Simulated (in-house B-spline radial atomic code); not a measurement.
P V (P4+): [Ne] 3d1 (an excited or competing configuration)

Level of theory: non-relativistic CAM-B3LYP, spin-polarised, spherical fractional occupations, exact exchange averaged over the configuration, point nucleus; calculated with an all-electron radial atomic-structure program (B-spline basis).

Screening seen three ways: the hydrogenic charge with the same mean radius, Z_r = [3n² - l(l+1)]/(2<r>), the one with the same energy, Z_e = n√(-2ε), and Slater's rules. Values are occupation-weighted means over spin.

| shell | electrons | ε (eV) | <r> (bohr) | Z_r | Z_e | Slater |
| --- | --- | --- | --- | --- | --- | --- |
| 1s | 2 | -2162.7 | 0.1039 | 14.43 | 12.61 | 14.70 |
| 2s | 2 | -240.06 | 0.5177 | 11.59 | 8.40 | 10.85 |
| 2p | 6 | -190.4 | 0.4801 | 10.41 | 7.48 | 10.85 |
| 3d | 1 | -37.887 | 1.909 | 5.50 | 5.01 | 5.00 |

The least bound orbital is 3d up at -37.89 eV, and it is also the most diffuse (<r> = 1.909 bohr).
